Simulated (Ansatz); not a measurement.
This Ansatz (an electronic-structure program) input (HF/def2-TZVPP) gives -167.27587 Eh with 93 basis functions. A basis named .json is the Basis Set Exchange file of that set (core-valence sets with the plain set on hydrogen).

Ansatz 0.2 input:
```yaml
crystal:
  periodic: [false, false, false]
  atoms:
    - {symbol: N, position_ang: [-0.00000000, -0.00000000, -1.25788698]}
    - {symbol: C, position_ang: [-0.00000000, -0.00000000, -0.07148933]}
    - {symbol: O, position_ang: [0.00000000, 0.00000000, 1.15426811]}
basis:
  gaussian:
    orbitals: def2-TZVPP
    fitting: {mean_field: def2-SV_P_-JKFIT.json}
hamiltonian:
  xc: {name: HF}
total_charge: -1
magnetization: {spin_polarized: false}
```

Change:
```diff
- fitting: {mean_field: def2-SV_P_-JKFIT.json}
+ fitting: {mean_field: cc-pVTZ-JKFIT.json}
```

Q: What does the run give now?

A: -167.27582 Eh (HF/def2-TZVPP, 93 functions), a change of +0.05 mEh.
